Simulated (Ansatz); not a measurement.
Start from `C[O][W](=[NH])(=[NH])[F]` and change one atom or group to get `[NH]=[W](=[NH])([OH])[F]`.

Ansatz, PBE0-D4/def2-TZVP geometries, multiplicity 1. Each molecule was computed in one conformer, which needn't be the lowest.

Elements past krypton have def2 core potentials.

```csv
property,`C[O][W](=[NH])(=[NH])[F]`
LUMO energy (B3LYP/def2-TZVPP) / eV,-1.16
LUMO energy (ωB97M-V/def2-TZVPP) / eV,1.19
LUMO energy (PBE0/def2-TZVPP) / eV,-0.91
HOMO energy (PBE/def2-TZVPP) / eV,-6.27
size of the dipole moment (PBE/def2-TZVPP) / D,2.75
HOMO energy (ωB97M-V/def2-TZVPP) / eV,-9.89
```

What does the change do to each property? (Best estimate.)

The calculation gave: 
```tsv
property	`[NH]=[W](=[NH])([OH])[F]`	shift
LUMO energy (B3LYP/def2-TZVPP) / eV	-1.31	-0.15
LUMO energy (ωB97M-V/def2-TZVPP) / eV	1.06	-0.13
LUMO energy (PBE0/def2-TZVPP) / eV	-1.05	-0.14
HOMO energy (PBE/def2-TZVPP) / eV	-6.55	-0.28
size of the dipole moment (PBE/def2-TZVPP) / D	2.42	-0.33
HOMO energy (ωB97M-V/def2-TZVPP) / eV	-10.16	-0.27
```

With PBE0 the HOMO falls by 0.28 eV and the LUMO falls by 0.14 eV, so the gap widens by about 0.14 eV. PBE moves the HOMO by -0.28 eV and ωB97M-V by -0.27 eV. The zero-point energy changes by -74.5 kJ/mol with -9 modes. Dipoles are sizes alone; their direction can turn.

Positive LUMOs are unbound, so they and the gaps depend on the basis.

B3LYP here is the variant with VWN-RPA as its local correlation; programs differ in this.
